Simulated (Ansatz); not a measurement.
`[NH2][GaH][CH2][SiH3]` → `[CH2][SiH3]`• + `[NH2][GaH]`• at 600 K and 1 bar (homolysis of the C–Ga bond).

Program: Ansatz. Geometries: PBE0-D4/def2-TZVP. ΔE: electronic, gas phase. CCSD(T)/CBS is the MP2 limit (def2-TZVPP, def2-QZVPP) plus CCSD(T) − MP2 in def2-TZVPP, frozen cores. No spin–orbit coupling; open shells (•) take unrestricted orbitals. For Ga outer-core shells are correlated without core-valence functions, which leaves a few kJ/mol of doubt a bond. Scalar relativity is left out up to krypton. One conformer a species, not always the lowest.

```csv
species,CCSD(T)/CBS energy (Eh),H − E (kJ/mol),S (J/(mol·K))
`[NH2][GaH][CH2][SiH3]`,-2310.61356,291.0,481.5
`[CH2][SiH3]`•,-330.06538,163.1,340.2
`[NH2][GaH]`•,-1980.41284,112.9,319.5
```

H − E and S are ideal-gas, rigid-rotor, harmonic terms from PBE0-D4/def2-TZVP, for one conformer and one mirror image of each species, with the whole ground term of open shells counted as degenerate. 1 Eh = 2625.50 kJ/mol, R = 8.31446 J/(mol·K).

Q: By hand: ΔE, ΔH, ΔS and ΔG.

A: ΔE = (-330.06538) + (-1980.41284) − (-2310.61356) = 0.13534 Eh = 355.3 kJ/mol. Δ(H − E) = 163.1 + 112.9 − 291.0 = -15.0, so ΔH = 340.3 kJ/mol. ΔS = 340.2 + 319.5 − 481.5 = 178.2 J/(mol·K). ΔG = 340.3 − 600 × (178.2)/1000 = 233.4 kJ/mol.

Q: By hand: the equilibrium constant, and the temperature at which ΔG would vanish if ΔH and ΔS stayed fixed.

A: log₁₀ K = −ΔG/(RT ln 10) = -20.3. ΔG = 0 at ΔH/ΔS = 1910 K.

The number of gas molecules changes by +1, which sets the sign of ΔS. A doubt of 5 kJ/mol in ΔE shifts log₁₀ K by 0.4 here. Other conformers and mirror images would add mixing entropy, several J/(mol·K) or more a flexible species. Modes under 60 cm⁻¹, often nearly free rotors, make the harmonic entropy too high. These are equilibria of isolated gas molecules and say nothing of rates. Largest T1 diagnostic: 0.016 (customary marks: 0.02 for closed shells, 0.045 for open ones).
